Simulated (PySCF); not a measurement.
Start geometry of `N[SiH2][SiH](F)F` from GFN2-xTB (Å):
```
atom  x, y, z in Å
N1     1.6568   -0.7459    0.0187
Si2    0.5975    0.6520    0.1008
Si3   -1.5450   -0.1736   -0.0334
F4    -2.3805    0.7774   -0.9767
F5    -2.3077    0.0258    1.3530
H6     1.5000   -1.4100   -0.7055
H7     2.6306   -0.6001    0.1857
H8     0.8607    1.6851   -0.9419
H9     0.9427    1.2838    1.4069
H10   -1.9046   -1.5153   -0.4287
```

Q: What comes out of this run: PBE0-D3(BJ)/def2-SVP geometry optimisation, gas phase in PySCF?

A: 
```
atom  x, y, z in Å
N1     1.4983   -0.9936    0.1600
Si2    0.7215    0.5437   -0.0470
Si3   -1.5854    0.1411   -0.0336
F4    -2.3727    1.4662   -0.5388
F5    -2.0841   -0.1343    1.4841
H6     1.3381   -1.7342   -0.5141
H7     2.4555   -1.0229    0.4944
H8     1.0614    1.3152   -1.2914
H9     1.0745    1.4004    1.1238
H10   -2.0571   -1.0029   -0.8637
```

The energy falls by 0.270 eV over 17 energy and gradient evaluations, the largest force component goes from 0.0282 to 2.9e-04 Eh/bohr, and the atoms move by 0.375 Å rms after alignment. The bond that changes most is Si3–H10 (fluorine-bound silicon to Si–H hydrogen), which lengthens by 0.046 Å. Bonds longer at the end by more than 0.005 Å: 7 of 9; shorter: 1. Among the angles that change most is Si2–Si3–H10, from 125.5° to 116.1°. Among the dihedrals that turn most is H9–Si2–Si3–F5, from -2° to -41°. Rotational constants go from 5438, 1671, 1518 to 5074, 1718, 1440 MHz. The orientation of the end geometry is arbitrary; only internal coordinates are fixed.

The run used 103 basis functions and 106 SCF cycles in all. Hardware: one thread of an Arm Neoverse N1, shared host. Cost: 86 s, 0.42 GiB resident at most.

No frequency check. The numbers are those of one conformer.
